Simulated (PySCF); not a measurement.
# Excited states of `InChI=1S/C11H6OS/c1-2-8-7-9-5-3-4-6-10(9)12-11(8)13/h1,3-7H`

Theory: TDA LC-wPBE/STO-3G excited states, vertical, gas phase in PySCF 2.14.0. Geometry: GFN2-xTB.

Input:
```
{"job": {"kind": "states", "xc": "LC-wPBE", "basis": "STO-3G", "tda": true, "soc": true, "nstates": 6, "ntriplets": 6, "nquad": 4, "scf": {"conv": 1e-08}}, "charge": 0, "multiplicity": 1}
C      0.148718     2.829946     3.483206
C      0.221839     2.008785     2.610649
C      0.298909     1.049688     1.577642
C     -0.583320     1.034634     0.539254
C     -0.464290     0.045551    -0.483764
C     -1.326437    -0.040528    -1.582581
C     -1.150892    -1.023797    -2.529936
C     -0.111500    -1.942190    -2.404355
C      0.754408    -1.880516    -1.332278
C      0.581014    -0.889331    -0.370357
O      1.447640    -0.859121     0.668574
C      1.354274     0.065751     1.645196
S      2.463066     0.001619     2.852628
H      0.096014     3.541673     4.251961
H     -1.376235     1.765736     0.479465
H     -2.128480     0.676900    -1.671605
H     -1.820321    -1.084876    -3.374066
H      0.019746    -2.709910    -3.151058
H      1.566042    -2.580762    -1.216038
```
Coordinates are in Å.

Command: `OMP_NUM_THREADS=1 python excited_run.py task.json out`

(1) What does the run print?

Results:

(1) H and L stand for HOMO and LUMO.
```
final grid: 178480 points
cycle   1  E = -884.7791767388  dE =  3.880e+00  |g| = 6.924e-01  |ddm| = 6.786e+00
cycle   2  E = -884.8009974897  dE = -2.182e-02  |g| = 7.566e-01  |ddm| = 2.250e+00
cycle   3  E = -884.9854452885  dE = -1.844e-01  |g| = 1.165e-01  |ddm| = 1.194e+00
cycle   4  E = -884.9893397590  dE = -3.894e-03  |g| = 5.773e-02  |ddm| = 2.173e-01
cycle   5  E = -884.9904861682  dE = -1.146e-03  |g| = 1.698e-02  |ddm| = 9.043e-02
cycle   6  E = -884.9905865355  dE = -1.004e-04  |g| = 6.000e-03  |ddm| = 2.611e-02
cycle   7  E = -884.9906146229  dE = -2.809e-05  |g| = 2.360e-03  |ddm| = 1.871e-02
cycle   8  E = -884.9906178269  dE = -3.204e-06  |g| = 7.188e-04  |ddm| = 5.795e-03
cycle   9  E = -884.9906182916  dE = -4.647e-07  |g| = 2.196e-04  |ddm| = 2.648e-03
cycle  10  E = -884.9906183308  dE = -3.924e-08  |g| = 1.176e-04  |ddm| = 6.673e-04
cycle  11  E = -884.9906183416  dE = -1.078e-08  |g| = 4.161e-05  |ddm| = 3.342e-04
cycle  12  E = -884.9906183440  dE = -2.336e-09  |g| = 1.676e-05  |ddm| = 1.914e-04
converged SCF energy = -884.9906183440

Singlet excitations
state   eV       nm        f     d(h-e)  d(exc)  Lambda  PR(NTO)  |dmu|/D   mu/D   main configurations
  1   2.4555   504.9   0.00012   1.636   2.870   0.314   1.002    3.365    0.068   H->L 0.63, H->L+1 0.21, H->L+2 0.11
  2   4.3227   286.8   0.26942   1.683   3.721   0.773   1.082    3.658    2.180   H-1->L 0.86
  3   4.8224   257.1   0.00009   2.805   3.924   0.314   1.008    4.667    2.334   H->L+1 0.54, H->L 0.33, H->L+3 0.09
  4   5.7703   214.9   0.08820   0.621   3.525   0.742   1.881    1.774    1.991   H-1->L+1 0.53, H-2->L 0.18, H-3->L 0.09
  5   6.1393   202.0   0.00248   1.096   3.190   0.428   1.145                     H-4->L 0.86
  6   6.4055   193.6   1.03416   0.401   3.409   0.761   2.099                     H-2->L 0.46, H-1->L+1 0.23, H-1->L+2 0.12

Triplet excitations (Tamm-Dancoff)
state   eV     d(h-e)  d(exc)  Lambda  PR(NTO)   main configurations
  1   1.8387   0.660   2.930   0.773   1.111   H-1->L 0.73, H-1->L+1 0.09
  2   1.8694   1.538   2.765   0.312   1.002   H->L 0.57, H->L+1 0.25, H->L+2 0.12
  3   3.2742   0.388   2.887   0.767   2.082   H-1->L+1 0.42, H-2->L 0.27
  4   4.4563   0.453   3.267   0.776   1.547   H-2->L 0.48, H-1->L+1 0.21
  5   4.6585   0.228   2.506   0.734   2.048   H-2->L+2 0.25, H-5->L 0.11, H-3->L 0.10
  6   4.7251   2.850   3.952   0.317   1.018   H->L+1 0.49, H->L 0.38, H->L+3 0.09
S1 - T1 = 0.6168 eV

Spin-orbit couplings |<S|Hso|T>| (cm-1)
             T1       T2       T3       T4       T5       T6
S0        0.325  162.648    0.155    0.154    0.262   44.984
S1      124.760    0.461   44.741    0.918   16.675    4.414
S2        0.024   64.349    0.011    0.057    0.114   93.919
S3       10.901    1.323   73.434   52.018   26.900    0.574
S4        0.035   39.956    0.011    0.037    0.065   53.702
S5       28.650   45.773    4.708    6.736    3.421   20.727
S6        0.048   53.182    0.028    0.055    0.064   53.566
T1 sublevels (cm-1): 0.000 0.050 48.485   radiative rates (1/s): 0.141 0.467 11.1
```

States above about 5.7 eV lie in this functional's continuum (it starts at minus the energy of the highest occupied orbital, well below the true ionisation energy for most functionals) and depend on the basis.

It took 30 s wall time on 1 thread of an Arm Neoverse V1, shared host, peak memory 0.61 GiB.
